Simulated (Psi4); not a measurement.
C$_{3}$H$_{10}$OSi, singlet, geometry from GFN2-xTB. Base run: CCSD(T)/STO-3G in Psi4.

Input for Psi4:
```
memory 2 GB

molecule mol {
0 1
  C    -0.069981    1.175807   -1.483276
  Si   -0.021983    0.014594    0.029215
  C    -0.820707   -1.663275   -0.356140
  C     1.788383   -0.186252    0.595418
  O    -0.949350    0.605455    1.245447
  H     0.457019    0.750885   -2.330995
  H     0.389222    2.136687   -1.266201
  H    -1.092066    1.366693   -1.797122
  H    -0.807709   -2.310256    0.514835
  H    -0.299084   -2.175463   -1.158083
  H    -1.855942   -1.541970   -0.657677
  H     2.394129   -0.668889   -0.164219
  H     2.249198    0.773447    0.814295
  H     1.851554   -0.790786    1.495497
  H    -0.769948    1.454014    1.641076
}

set basis sto-3g
set reference rhf

energy('ccsd(t)')
print_variables()
```

Variants of this job, named by their change:

| change | ΔE vs base (kcal/mol) | MP2 correlation (Eh) | basis functions | outcome |
|---|---|---|---|---|
| base | 0.000 | -0.22988 | 39 | converged |
| method = mp2.5 | 30.38 | -0.22982 | 39 | converged |
| method = lccd | - | - | 39 | stopped with an error |
| method = mp4 | - | - | 39 | stopped with an error |
| scf_type = pk; mp2_type = conv | 0.000 | -0.22988 | 39 | converged |
| puream = off | 0.000 | -0.22988 | 39 | converged |
| method = cepa(1) | - | - | 39 | stopped with an error |
| method = mp3 | 15.33 | -0.22982 | 39 | converged |
| method = qcisd(t) | - | - | 39 | stopped with an error |
| method = scs-mp2 | 30.96 | -0.22988 | 39 | converged |

- method = lccd: ended with `Fatal Error: ndocc must be less than nvirt`
- method = mp4: ended with `Fatal Error: ndocc must be less than nvirt`
- method = cepa(1): ended with `Fatal Error: ndocc must be less than nvirt`
